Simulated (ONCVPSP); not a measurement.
# What the settings do to the ONCV potential of lutetium

Base potential:

lutetium, optimised norm-conserving Vanderbilt (ONCV), made with ONCVPSP 4.0.1 (LDA (Perdew-Zunger), scalar-relativistic). Core [Kr] 4d10, reference 4f14 5s2 5p6 5d1 6s1.5 (charge +0.5). Waves: 5s+6s: rc 1.90 bohr, ncon 4, nbas 7, qcut 6 1/bohr, 2 projectors; 5p: rc 2.05 bohr, ncon 4, nbas 7, qcut 6.3 1/bohr, 2 projectors, debl 3.2 Ha; 5d: rc 2.25 bohr, ncon 4, nbas 8, qcut 4.9 1/bohr, 2 projectors, debl 1.4 Ha; 4f: rc 1.10 bohr, ncon 5, nbas 9, qcut 13.8 1/bohr, 3 projectors, debl 1.1 Ha. Local part: polynomial inside 1.10 bohr (lpopt 5, dvloc0 2 Ha). Core correction: none.

All-electron outer shells of the reference configuration (LDA (Perdew-Zunger), scalar-relativistic, ld1.x):

| shell | level (eV) | outermost node (bohr) | outermost maximum (bohr) |
| --- | --- | --- | --- |
| 4d | -194.94 | 0.23 | 0.48 |
| 5s | -64.42 | 0.57 | 1.04 |
| 5p | -35.01 | 0.61 | 1.19 |
| 4f | -13.03 | – | 0.47 |
| 6s | -7.55 | 1.41 | 2.97 |
| 5d | -4.88 | 0.68 | 1.82 |

Cutoffs, loose and tight: the cutoffs (Ha) at which the residual kinetic energy of the hardest occupied pseudo-wave falls to 1 and 0.1 mHa per electron. They do not see the model core or the augmentation charge, which bear on the density cutoff. Test errors are all-electron minus pseudo excitation energies from the reference, over the configurations 4f14 5s2 5p6 5d1 6s2; 4f14 5s2 5p6 5d1 6s1; 4f14 5s2 5p6 5d1 6s0; 4f14 5s2 5p5 5d1 6s2. A dash means not determined; rows that change the core or the reference have their own tests.

A true bound ghost makes a file unfit for plane-wave use even where its test errors are small: the radial tests pick states by their node count and pass the ghost by.

```tsv
change	outcome	cutoff, loose	cutoff, tight	bound ghosts	GHOST(+) flags above zero	largest test error (meV)
base	generated	214 Ha	279 Ha	none	s, d, f	-57
all radii scaled by about 0.77 (s 1.46, p 1.58, d 1.72, f 0.84 bohr); local potential polynomial inside 0.84 bohr (lpopt 5, dvloc0 2 Ha)	generated	487 Ha	535 Ha	s, f	p, f	-46
all radii scaled by about 0.85 (s 1.62, p 1.76, d 1.92, f 0.94 bohr); local potential polynomial inside 0.94 bohr (lpopt 5, dvloc0 2 Ha)	generated	378 Ha	413 Ha	s	p, f	-44
all radii scaled by about 0.93 (s 1.76, p 1.90, d 2.08, f 1.02 bohr); local potential polynomial inside 1.02 bohr (lpopt 5, dvloc0 2 Ha)	generated	303 Ha	339 Ha	none	s, p, f	-51
all radii scaled by about 1.09 (s 2.06, p 2.24, d 2.44, f 1.20 bohr); local potential polynomial inside 1.20 bohr (lpopt 5, dvloc0 2 Ha)	generated	93 Ha	214 Ha	none	s, d	-64
all radii scaled by about 1.15 (s 2.18, p 2.34, d 2.58, f 1.26 bohr); local potential polynomial inside 1.26 bohr (lpopt 5, dvloc0 2 Ha)	generated	89 Ha	117 Ha	none	none	-69
all radii scaled by about 1.24 (s 2.36, p 2.54, d 2.80, f 1.36 bohr); local potential polynomial inside 1.36 bohr (lpopt 5, dvloc0 2 Ha)	generated	83 Ha	90 Ha	none	none	-74
all radii scaled by about 1.30 (s 2.48, p 2.66, d 2.92, f 1.44 bohr); local potential polynomial inside 1.44 bohr (lpopt 5, dvloc0 2 Ha)	generated	79 Ha	86 Ha	none	none	-74
```

Reading the sweep of the scale of all radii (base = 1) (base included, trends over the rows without a ghost): The loose cutoff falls from 303 Ha at 0.93 to 79 Ha at 1.3. A larger radius leaves more room for a smooth pseudo-wave, so fewer plane waves are needed; a smaller one forces it to follow the all-electron wave where it bends sharply. The median size of the test errors (rows with all tests solved) rises from 3.3 meV at 0.93 to 4.4 meV at 1.3. More of the atom is replaced by a form fitted at one configuration, so other configurations suffer as the radius grows. Bound ghosts are found at 0.77, 0.85.
